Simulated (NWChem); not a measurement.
# CuH; SMILES [CuH]

```xyz
2

Cu     0.0000     0.0000     0.0460
H      0.0000     0.0000    -1.3753
```
Atoms are numbered in this order, from 1.

Results from NWChem. Pople sets run with spherical d functions. Geometry: optimised at B3LYP/6-31G* (spherical d). GIAO values for the isolated, static molecule; σ is the absolute isotropic shielding, δ = σ(reference) − σ with the isolated reference molecule computed at the same levels (1H: tetramethylsilane).

| level | σ Cu1 (ppm) | δ H2 (ppm) |
|---|---|---|
| PBE/pcSseg-1 | 1330.9 | -4.02 |
| PBE0/pcSseg-1 | 1605.7 | -1.65 |
| B3LYP/6-31G* | -2343.0 | -27.45 |
| KT2/pcSseg-1 | 1391.8 | -3.49 |
| LDA (Slater exchange, VWN5)/pcSseg-1 | 1461.2 | -2.90 |
